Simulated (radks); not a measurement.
Question: Species: Ne4+. Configuration: [He] 2s2 2p2. Calculated with a radial shooting solver on a logarithmic mesh with Libxc functionals: non-relativistic Kohn-Sham, PBE, spin-polarised, spherical densities, point nucleus; open shells are filled with parallel spins first. Some entries of the table are withheld. Estimate them.

orbital,occ.,eigenvalue (eV),<1/r> (bohr^-1),<r^2> (bohr^2)
1s up,1,-952.0204,9.607,0.03366
1s down,1,-949.2198,9.626,0.03346
2s up,1,-133.3560,(1),0.6815
2s down,1,-126.8102,(2),0.7065
2p up,2,(3),1.838,(4)
2p down,0,(5),1.804,(6)

Answer: 
(1) 2s up <1/r> (bohr^-1): 1.923
(2) 2s down <1/r> (bohr^-1): 1.886
(3) 2p up eigenvalue (eV): -111.9831
(4) 2p up <r^2> (bohr^2): 0.6040
(5) 2p down eigenvalue (eV): -104.9684
(6) 2p down <r^2> (bohr^2): 0.6369
